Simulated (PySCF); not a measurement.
This PySCF input asks for the NMR shieldings of SMILES C#CBOC(F)(F)F, C3H2BF3O; the geometry comes from GFN2-xTB.

```python
import basis_set_exchange as bse
import numpy as np
from pyscf import gto, dft
from pyscf.prop import nmr

atoms = """
C     2.318075   -0.307968   -0.166078
C     1.365798    0.408656    0.010824
B     0.137450    1.259699    0.222769
O    -1.127505    0.738704    0.184397
C    -1.409400   -0.527333   -0.033555
F    -2.729884   -0.713944   -0.024852
F    -0.903831   -1.358747    0.891018
F    -0.971864   -0.982370   -1.217894
H     3.160170   -0.919995   -0.319430
H     0.169874    2.407954    0.430275
"""
names = dict.fromkeys(["C", "B", "O", "F", "H"], "pcSseg-1")
basis = {el: gto.basis.parse(bse.get_basis(n, elements=[el], fmt="nwchem")) for el, n in names.items()}
mol = gto.M(atom=atoms, basis=basis, charge=0, verbose=0)
mf = dft.RKS(mol, xc="PBE0")
mf.grids.level = 2
mf.grids.alignment = dft.numint.BLKSIZE   # the property module wants whole blocks of grid points
mf.conv_tol = 1e-9
mf.kernel()

calc = nmr.RKS(mf)   # GIAO
C = mf.mo_coeff
Co = C[:, mf.mo_occ > 0]
resp = mf.gen_response(singlet=True, hermi=2)
def vind(x):   # induced exchange potential for any number of trial vectors
    d = np.einsum("pi,xij,qj->xpq", C, 2 * x.reshape(-1, C.shape[1], Co.shape[1]), Co, optimize=True)
    return np.einsum("xpq,pi,qj->xij", resp(d - d.transpose(0, 2, 1)), C, Co, optimize=True).ravel()
mo1, _ = nmr.rhf.solve_mo1(calc, with_cphf=vind)
sigma = calc.kernel(mo1)
for i, s in enumerate(sigma):   # ppm
    w = np.linalg.eigvalsh((s + s.T) / 2)
    print("%2d %-2s iso %8.1f  s11 %8.1f  s22 %8.1f  s33 %8.1f" % (i, mol.atom_pure_symbol(i), w.mean(), *w))
```

Question: Give the expected output.

Answer: 
```
 0 C  iso     69.3  s11     -0.0  s22     13.0  s33    195.1
 1 C  iso     96.4  s11     -2.4  s22      1.5  s33    290.1
 2 B  iso     64.7  s11     19.0  s22     65.2  s33    109.8
 3 O  iso    102.2  s11    -13.4  s22     79.2  s33    240.9
 4 C  iso     57.0  s11     51.2  s22     56.0  s33     63.7
 5 F  iso    241.4  s11    177.9  s22    191.7  s33    354.8
 6 F  iso    228.6  s11    165.8  s22    172.5  s33    347.4
 7 F  iso    228.6  s11    165.9  s22    173.1  s33    346.7
 8 H  iso     28.4  s11     24.5  s22     25.3  s33     35.5
 9 H  iso     27.0  s11     24.6  s22     26.7  s33     29.7
```

These numbers come from an equivalent density-fitted implementation of the same equations, which agrees with the script to about 0.01 ppm for H and up to a few tenths of a ppm for heavy atoms, so last digits may differ.

Size and cost of the density-fitted run: 146 basis functions, 27 s wall time on 1 thread of an Arm Neoverse N1, shared host; peak memory 0.69 GiB.
